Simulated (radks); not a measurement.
Q: These are the eigenvalues of the occupied orbitals of an atom or ion with whole-number occupations (Ry). All-electron calculation, non-relativistic Kohn-Sham, r2SCAN, spin-polarised, spherical densities, point nucleus; meta-GGA in the generalised Kohn-Sham scheme. Program: a radial shooting solver on a logarithmic mesh with Libxc functionals.

1s down: -1653.084
1s up: -1653.083
2s up: -240.8065
2s down: -240.7098
2p up: -223.4191
2p down: -223.3506
3s up: -47.69031
3s down: -47.66854
3p up: -40.77234
3p down: -40.73785
3d up: -28.10265
3d down: -28.02998
4s up: -11.14180
4s down: -10.77549
4p up: -8.96479
4p down: -8.58567
4d up: -5.40807

Which element is it, and in what charge state? The configuration may be excited. Open shells, if any, are filled with parallel spins first.

A: Z = 45, rhodium, charge +5: Rh5+ in [Kr] 4d4. The list shows which subshells hold electrons but not how many an open one holds; the 1s level, -826.54 hartree, gives Z - s = 40.7 by -(Z - s)^2/2, which with screening narrows Z to a few neighbours, and the depths of the outer levels then fix element, charge and occupations together.
